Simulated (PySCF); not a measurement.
## Dipole response of Si (silicon, neutral)

[Ne] 3s2 3p2, high-spin 3P determinant. All numbers are calculated (PySCF 2.14, scalar relativity by spin-free X2C-1e, in x2c-QZVPPall with one added diffuse shell each of s, p, d, f type (10s7p5d3f1g, 86 functions)). Coupled (time-dependent) response in atomic units; α is the mean over directions.

```csv
method,mean α (bohr³),"α xx, yy, zz",C₆ (like pair),S(−4)
UHF,38.46,"32.51, 41.44, 41.44",316.1,557.6
PBE,41.66,"33.88, 45.55, 45.55",342.8,763.2
PBE0,39.80,"32.94, 43.22, 43.22",325.6,651.2
B97-3,39.36,"32.56, 42.75, 42.75",322.9,611.6
BP86,41.95,"33.88, 45.98, 45.98",346.0,770.1
```

S(−4) is the Cauchy moment in α(ω) = α(0) + S(−4) ω² + …

Reference α: 37.3 ± 0.7 bohr³ (recommended; Schwerdtfeger and Nagle, table of static dipole polarizabilities (2023 update)). Published C₆: 305.0 (Chu and Dalgarno (2004); Tang, Norbeck and Certain (1976)).

α(iu) at BP86:

```json
{"u (hartree)": "0", "α(iu) (bohr³)": "41.95"}
{"u (hartree)": "0.0500", "α(iu) (bohr³)": "40.14"}
{"u (hartree)": "0.100", "α(iu) (bohr³)": "35.78"}
{"u (hartree)": "0.200", "α(iu) (bohr³)": "25.85"}
{"u (hartree)": "0.300", "α(iu) (bohr³)": "18.31"}
{"u (hartree)": "0.500", "α(iu) (bohr³)": "9.884"}
{"u (hartree)": "0.750", "α(iu) (bohr³)": "5.376"}
{"u (hartree)": "1.00", "α(iu) (bohr³)": "3.353"}
{"u (hartree)": "1.50", "α(iu) (bohr³)": "1.688"}
{"u (hartree)": "2.00", "α(iu) (bohr³)": "1.042"}
{"u (hartree)": "3.00", "α(iu) (bohr³)": "0.5418"}
{"u (hartree)": "5.00", "α(iu) (bohr³)": "0.2477"}
```

A single London oscillator, α(iu) = α/(1 + u²/ω²), gives C₆ = (3/4) ω α². Matching the computed C₆ needs ω = 4 × 346.0 / (3 × 41.95²) = 0.262 hartree.

The components differ because the open shell of this determinant is not spherical; for a pure term their mean is the scalar polarisability.
